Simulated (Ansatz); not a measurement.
`B[Se]CF` → `[CH]F` + `B[SeH]`  (formal loss of a carbene)

Calculated with Ansatz (gas phase, PBE0-D4/def2-TZVP geometries, no zero-point term in ΔE). CCSD(T)/CBS adds triple-zeta CCSD(T) − MP2 to the extrapolated MP2 energy (def2 sets, frozen cores). This one scheme is used for every species. Functionals use def2-TZVPP. B3LYP here is the variant with VWN-RPA as its local correlation; programs differ in this. HSE06 is defined as in plane-wave codes. For Se outer-core shells are correlated without core-valence functions, which leaves a few kJ/mol of doubt a bond. Scalar relativity is left out up to krypton. Each species was taken in one conformer, which may not be the lowest.

| level | ΔE (eV) | difference from CCSD(T)/CBS |
| --- | --- | --- |
| LDA (SPW92) | 4.39 | 0.68 |
| PBE-D4 | 3.92 | 0.21 |
| revPBE-D4 | 3.81 | 0.10 |
| BLYP-D4 | 3.64 | -0.07 |
| r2SCAN-D4 | 3.94 | 0.23 |
| PBE0-D4 | 3.96 | 0.25 |
| B3LYP-D4 | 3.72 | 0.01 |
| r2SCANh-D4 | 3.95 | 0.24 |
| r2SCAN0-D4 | 3.96 | 0.25 |
| HSE06-D4 | 3.96 | 0.25 |
| BHLYP-D4 | 3.73 | 0.02 |
| CAM-B3LYP-D4 | 3.76 | 0.05 |
| ωB97X-V | 3.75 | 0.04 |
| ωB97M-V | 3.68 | -0.03 |
| B2PLYP | 3.70 | -0.01 |
| PBE-QIDH | 3.96 | 0.25 |
| PBE | 3.85 | 0.14 |
| revPBE | 3.62 | -0.09 |
| BLYP | 3.49 | -0.22 |
| r2SCAN | 3.92 | 0.21 |
| PBE0 | 3.90 | 0.19 |
| B3LYP | 3.61 | -0.10 |
| r2SCANh | 3.93 | 0.22 |
| r2SCAN0 | 3.94 | 0.23 |
| HSE06 | 3.91 | 0.20 |
| BHLYP | 3.64 | -0.07 |
| CAM-B3LYP | 3.70 | -0.01 |
| LC-ωPBE | 3.87 | 0.16 |
| RPA@PBE/def2-TZVPP | 3.37 | -0.34 |
| HF/def2-SVP | 3.18 | -0.53 |
| MP2/def2-SVP | 3.78 | 0.07 |
| CCSD/def2-SVP | 3.46 | -0.25 |
| CCSD(T)/def2-SVP | 3.49 | -0.22 |
| HF/def2-TZVPP | 3.16 | -0.55 |
| CCSD(T)/def2-TZVPP | 3.64 | -0.07 |
| HF/def2-QZVPP | 3.16 | -0.55 |
| MP2/def2-QZVPP | 3.99 | 0.28 |
| HF/CBS(def2) | 3.16 | -0.55 |
| MP2/CBS(def2) | 4.02 | 0.31 |
| CCSD/CBS(def2) | 3.66 | -0.05 |
| CCSD(T)/CBS | 3.71 | 0 |

Largest T1 diagnostic among the species: 0.018.

At CCSD(T), def2-SVP lies −0.22 eV from the extrapolated value and def2-TZVPP −0.07 eV. Leaving LDA and LC-ωPBE aside and taking each functional with its dispersion term where it has one, the values spread over 0.32 eV, from BLYP-D4 to HSE06-D4. LDA lies +0.53 eV from PBE without D4. From BLYP to BHLYP (50 % exact exchange), in def2-TZVPP and without D4, ΔE moves by +0.15 eV.
